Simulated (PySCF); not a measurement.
B2H4, SMILES BB. Atoms are numbered in the order given.

```xyz
6

B      0.0000     0.0000     0.8133
B      0.0000     0.0000    -0.8133
H     -0.7166     0.7166     1.4496
H      0.7166    -0.7166     1.4496
H     -0.7166    -0.7166    -1.4496
H      0.7166     0.7166    -1.4496
```
Charge 0, spin multiplicity 1.

Geometry optimised at B3LYP-D3(BJ)/def2-TZVP.

Calculation: B3LYP-D3(BJ)/def2-TZVP in PySCF.

No scaling factor is applied to the harmonic values.

Modes within 1.5 cm⁻¹ of each other (mostly degenerate sets) share a row, with their intensities summed.

Computed vibrational spectrum:
| mode | ν (cm⁻¹) | IR (km/mol) | Raman (Å⁴/amu) | depolarisation | moving atoms (share of kinetic energy) |
|---|---|---|---|---|---|
| 1–2 | 393 | 7.8 | 0.2 | 0.75 | H 88 %, B 12 % |
| 3 | 567 | 0.0 | 16.1 | 0.75 | H 100 % |
| 4 | 877 | 0.0 | 8.4 | 0.18 | B 61 %, H 39 % |
| 5–6 | 998 | 53.3 | 4.4 | 0.75 | H 65 %, B 35 % |
| 7 | 1136 | 2.4 | 0.1 | 0.75 | H 89 %, B 11 % |
| 8 | 1201 | 0.0 | 13.1 | 0.69 | H 67 %, B 33 % |
| 9 | 2554 | 59.7 | 54.2 | 0.75 | H 95 % |
| 10 | 2574 | 0.0 | 348.8 | 0.01 | H 94 % |
| 11–12 | 2619 | 155.3 | 170.8 | 0.75 | H 89 %, B 11 % |
